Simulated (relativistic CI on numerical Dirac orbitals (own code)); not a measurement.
# Forbidden transitions in Ni II

Computed by Dirac-Coulomb-Breit CI, orbitals from a KLI potential per configuration, model QED, valence Slater integrals scaled by 0.85, configuration energies shifted to the measured levels that pair with them (semi-empirical) (own radial code, finite nucleus).

CI space (outside the closed core [Ar]): 3d9, 3d8.4s, 3d7.4s2, 3d8.4p, 3d8.4d, 3d8.5s, 3d7.4s.4p, 3d8.5p, 3d8.4f, 3d8.5d, 3d8.5f, 3d8.5g, 3d7.4s.5s, 3d7.4p2. Levels of other configurations are missing.

```
λ vac (Å)              Lower                Upper  Type   A (s⁻¹)        gf  Branching (%)
   2214.6  3d8.4s 4F_9/2 [3]  3d7.4s2 4F_5/2 [22]    E2  1.02e+00  4.52e-09            2.0
   2232.5  3d8.4s 4F_7/2 [4]  3d7.4s2 4F_3/2 [26]    E2  1.94e+00  5.80e-09            4.9
   2255.3  3d8.4s 4F_9/2 [3]  3d7.4s2 4F_7/2 [20]    E2  8.84e+00  5.39e-08           19.6
   2260.4  3d8.4s 4F_7/2 [4]  3d7.4s2 4F_5/2 [22]    E2  1.30e+01  5.95e-08           25.7
   2270.8  3d8.4s 4F_5/2 [5]  3d7.4s2 4F_3/2 [26]    E2  1.47e+01  4.54e-08           37.3
   2298.5  3d8.4s 4F_3/2 [6]  3d7.4s2 4F_3/2 [26]    E2  1.44e+01  4.58e-08           36.7
   2299.7  3d8.4s 4F_5/2 [5]  3d7.4s2 4F_5/2 [22]    E2  7.71e+00  3.67e-08           15.3
   2302.9  3d8.4s 4F_7/2 [4]  3d7.4s2 4F_7/2 [20]    E2  1.16e+01  7.40e-08           25.8
   2314.5  3d8.4s 4F_9/2 [3]  3d7.4s2 4F_9/2 [18]    E2  2.22e+01  1.78e-07           76.1
   2328.0  3d8.4s 4F_3/2 [6]  3d7.4s2 4F_5/2 [22]    E2  8.76e+00  4.27e-08           17.4
   2343.6  3d8.4s 4F_5/2 [5]  3d7.4s2 4F_7/2 [20]    E2  8.32e+00  5.48e-08           18.4
   2364.6  3d8.4s 4F_7/2 [4]  3d7.4s2 4F_9/2 [18]    E2  5.86e+00  4.91e-08           20.1
   3156.5     3d9 2D_5/2 [1]   3d8.4s 2G_7/2 [17]    E2  2.21e-01  2.64e-09            7.6
   3159.1     3d9 2D_5/2 [1]   3d8.4s 2G_9/2 [16]    E2  3.01e+00  4.50e-08           86.8
   3303.8     3d9 2D_3/2 [2]   3d8.4s 2G_7/2 [17]    E2  2.29e+00  3.00e-08           78.3
   4170.2     3d9 2D_5/2 [1]   3d8.4s 2D_3/2 [10]    E2  4.62e-01  4.81e-09           31.9
   4203.8  3d8.4s 4F_9/2 [3]   3d8.4s 2G_9/2 [16]    M1  3.07e-01  8.13e-09            8.9
   4367.0  3d8.4s 4F_7/2 [4]   3d8.4s 2G_7/2 [17]    M1  1.48e-01  3.38e-09            5.1
   4431.3     3d9 2D_3/2 [2]   3d8.4s 2D_3/2 [10]    E2  2.83e-01  3.33e-09           19.6
   7361.1     3d9 2D_5/2 [1]    3d8.4s 2F_7/2 [7]    E2  1.59e-01  1.03e-08           57.8
```

Terms are leading LS components. Brackets give the number of a level in order of energy, since labels repeat. The list gives strong lines, with weight on those to low levels, without configurations that were not tied to measured data, among the lowest 400 of 1075 levels, so that lines to higher ones, which can be the strongest, are missing, and without lines across small gaps between configurations, and without 42 lines that miss the measured interval by over 3.5 %, start from a term whose rates miss tabulated ones by over 60 %, have gauges far apart or, lacking measured levels, span too small a gap for the errors found; lines with a level outside our table were not tested and can miss by more. Levels whose partners in the same complex of configurations lie outside the list can be far off, and so can their lines. Rates are taken at the computed energies, electric ones in the length gauge.

Configurations whose levels could be paired with our table of measured levels were shifted onto them, all but the ground configuration, by the median error of their levels; single terms can still be off by 1,000 to 2,000 cm⁻¹ or more, and rates follow the energies as ν³ (E1, M1) or ν⁵ (E2). The others borrow a shift and can be off by several thousand cm⁻¹ or more. The fine structure of a lone outer electron comes out too small, for d and f at times inverted, and misplaced configurations move strength between like terms. 63 of the 69 excited levels that our extract of the measured tables holds in this range could be paired (the sources list more); they are missed by 483 cm⁻¹ on average and 2366 at most, after the shifts were fitted to these levels, and levels without a partner can miss by more.
